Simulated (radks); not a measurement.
Spherical quantum dot in the effective-mass picture: electrons in a hard-walled sphere of radius 8.67, with a point charge +2 (a donor) at the centre, all in effective atomic units (hartree* = m*/eps^2 hartree, bohr* = eps/m* bohr), one dielectric constant everywhere. Calculated with a radial shooting solver with Libxc functionals: non-relativistic Kohn-Sham, LDA (Slater exchange, Perdew-Wang correlation), spin-polarised, spherical densities. Levels are named by radial order and angular momentum (1s, 1p, 1d, 2s, ...), and open shells are averaged over m. Results are scaled to m* = 0.058 and eps = 16.5, for which hartree* = 5.797 meV and bohr* = 15.05 nm.

N = 15, configuration 1s2 1p6 1d(up 5, down 0) 2s2. This is the lowest configuration that the search found. Occupied and some empty levels:

| level | occupation | eigenvalue (meV) | <r> (nm) |
|---|---|---|---|
| 1s down | 1 | 9.0798 | 14.72 |
| 1s up | 1 | 9.0799 | 14.77 |
| 2s up | 1 | 10.668 | 93.15 |
| 1p up | 3 | 10.827 | 94.25 |
| 2s down | 1 | 10.835 | 92.73 |
| 1p down | 3 | 10.996 | 93.87 |
| 1d up | 5 | 11.150 | 96.36 |
| 1d down | 0 | 11.322 | 96.20 |
| 1f up | 0 | 11.602 | 98.24 |
| 1f down | 0 | 11.777 | 98.19 |
| 1g up | 0 | 12.175 | 99.93 |
| 1g down | 0 | 12.351 | 99.94 |
| 2p up | 0 | 12.838 | 65.83 |
| 2p down | 0 | 12.919 | 65.13 |

Energy (meV): total 58.3229, kinetic 32.131, external -63.171, Hartree 108.34, exchange-correlation -18.978.
